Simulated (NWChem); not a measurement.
Species: WNH2O2Cl; SMILES [W](=[O])(=[O])([Cl])[NH2]

```xyz
7

W      0.0532    -0.1909     0.0000
O      0.8786    -0.7152    -1.3933
O      0.8786    -0.7152     1.3933
Cl    -0.1166     2.0972     0.0000
N     -1.6768    -1.0429     0.0000
H     -2.1373    -1.3899    -0.8385
H     -2.1373    -1.3899     0.8385
```
Atoms are numbered in this order, from 1.

Geometry: optimised at PBE0/def2-SVP. Not confirmed as a minimum by frequencies. def2 effective core potentials on W; no spin-orbit coupling.

Symmetry labels are those of Cs in the frame above (b1 and b2, or b-type labels, depend on it).

Task: List the 6 lowest vertical singlet excitations from Hartree-Fock/def2-SVP with def2 effective core potentials on W, CIS (NWChem).

Result: 
```csv
state,energy (eV),oscillator strength,symmetry,leading excitation (squared amplitude)
S1,5.98,0.001,a',HOMO−3 → LUMO+1 (0.65)
S2,6.55,0.001,a",HOMO → LUMO+1 (0.39)
S3,6.81,0.001,a",HOMO−2 → LUMO+1 (0.29)
S4,6.96,0.069,a',HOMO → LUMO (0.50)
S5,7.33,0.001,a',HOMO−2 → LUMO (0.44)
S6,7.39,0.001,a",HOMO−3 → LUMO+3 (0.39)
```
